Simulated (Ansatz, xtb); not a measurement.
## C4H5F4N: 6 structures ranked

6 gas-phase structures of C4H5F4N, from a drawn sample of its isomers (lower ones may exist). Each was relaxed with GFN2-xTB; where two conformers were screened, the lower at r2SCAN-D4/def2-SVP is listed:

A. `[H]/N=C(/CF)CC(F)(F)F`, a singlet
B. `C=NC[C@H](F)C(F)(F)F`, a singlet
C. `NC/C=C(/F)C(F)(F)F`, a singlet
D. `C/N=C(/CF)C(F)(F)F`, a singlet
E. `C=N[C@H](CF)C(F)(F)F`, a singlet
F. `[H]/N=C(\CF)CC(F)(F)F`, a singlet

Estimate their order in r2SCAN-D4/def2-SVP energy at these geometries, lowest first.

Calculated order at r2SCAN-D4/def2-SVP: A (0.0), F (0.5), B (10.2), E (10.5), D (12.2), C (12.4) kcal/mol. Less than 1 kcal/mol parts A and F; B and E; D and C, so the order within those pairs means little.

Energies above the lowest of each column, in kcal/mol; the last columns are at PBE-D3(BJ)/def2-SVP geometries and were run for some of them only (a dash: not run or not comparable):

| structure | GFN2-xTB | HF/STO-3G | r2SCAN-D4/def2-SVP | PBE-D3(BJ)/def2-SVP | CCSD(T)/def2-SVP + ΔMP2/def2-TZVPP |
| --- | --- | --- | --- | --- | --- |
| A | 0.0 | 0.0 | 0.0 | 0.0 | 0.0 |
| F | 0.7 | 0.3 | 0.5 | – | – |
| B | 8.6 | 5.6 | 10.2 | 9.8 | 9.4 |
| E | 5.2 | 5.8 | 10.5 | 9.7 | 9.1 |
| D | 3.5 | 4.1 | 12.2 | 11.6 | 14.5 |
| C | 14.7 | 9.9 | 12.4 | 11.5 | 14.7 |

Every level run on A puts it lowest or level with the lowest. CCSD(T)/def2-SVP + ΔMP2/def2-TZVPP orders those it was run on as A (0.0), E (9.1), B (9.4), D (14.5), C (14.7) kcal/mol. Less than 1 kcal/mol parts E and B; D and C, so the order within those pairs means little. Flexible structures stand in one conformer each, not always the lowest. Frequencies (GFN2-xTB) were run for A, B, C, D, E alone. ΔMP2 is the change of the MP2 energy from the smaller to the larger basis.

Over these structures GFN2-xTB departs from r2SCAN-D4/def2-SVP by 3.2 kcal/mol on average once a common shift is removed. A GFN2-xTB relaxation took about 0.11 s and the r2SCAN-D4/def2-SVP energy about 3.9 s on a shared host (Ansatz 0.2.0, xtb 6.7.1).
